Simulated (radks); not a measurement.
The iridium ion Ir+, 76 electrons, occupied as [Xe] 4f14 5d7 6s1. Method: scalar-relativistic Kohn-Sham, PBE, spin-unpolarised, spherical densities, point nucleus; computed with a radial shooting solver on a logarithmic mesh with Libxc functionals.

Unscreened Slater integrals over Kohn-Sham orbitals (cm^-1). Empty in this configuration: 6p.

\begin{tabular}{lr}
integral & value \\ \hline
F0(6s,6s) & 73203 \\
F0(6s,5d) & 85849 \\
G2(6s,5d) & 22368 \\
F0(6s,5p) & 91204 \\
G1(6s,5p) & 6691.2 \\
F0(6s,4f) & 96303 \\
G3(6s,4f) & 2595.2 \\
F0(6s,6p) & 61271 \\
G1(6s,6p) & 36352 \\
F0(5d,5d) & 119440 \\
F2(5d,5d) & 60976 \\
F4(5d,5d) & 39984 \\
F0(5d,5p) & 139220 \\
F2(5d,5p) & 66955 \\
G1(5d,5p) & 79275 \\
G3(5d,5p) & 48826 \\
F0(5d,4f) & 156590 \\
F2(5d,4f) & 34923 \\
F4(5d,4f) & 16069 \\
G1(5d,4f) & 11703 \\
G3(5d,4f) & 10773 \\
G5(5d,4f) & 8550.9 \\
F0(5d,6p) & 67095 \\
F2(5d,6p) & 21211 \\
G1(5d,6p) & 10995 \\
G3(5d,6p) & 8386.5 \\
F0(5p,5p) & 174230 \\
F2(5p,5p) & 93838 \\
F0(5p,4f) & 214500 \\
F2(5p,4f) & 66986 \\
G2(5p,4f) & 26678 \\
G4(5p,4f) & 22221 \\
F0(5p,6p) & 69549 \\
F2(5p,6p) & 13953 \\
G0(5p,6p) & 2361.2 \\
G2(5p,6p) & 3143.7 \\
F0(4f,4f) & 376130 \\
F2(4f,4f) & 185100 \\
F4(4f,4f) & 117490 \\
F6(4f,4f) & 84922 \\
F0(4f,6p) & 72104 \\
F2(4f,6p) & 6126.6 \\
G2(4f,6p) & 1405.2 \\
G4(4f,6p) & 1288.3 \\
F0(6p,6p) & 54305 \\
F2(6p,6p) & 29184 \\
\end{tabular}

Derived for the open shells (J is the average intra-shell exchange parameter used in DFT+U). 5d: Racah B = F2/49 - 5 F4/441 = 791.1 cm^-1, C = 35 F4/441 = 3173 cm^-1, C/B = 4.01, F4/F2 = 0.656, J = (F2 + F4)/14 = 7211 cm^-1.
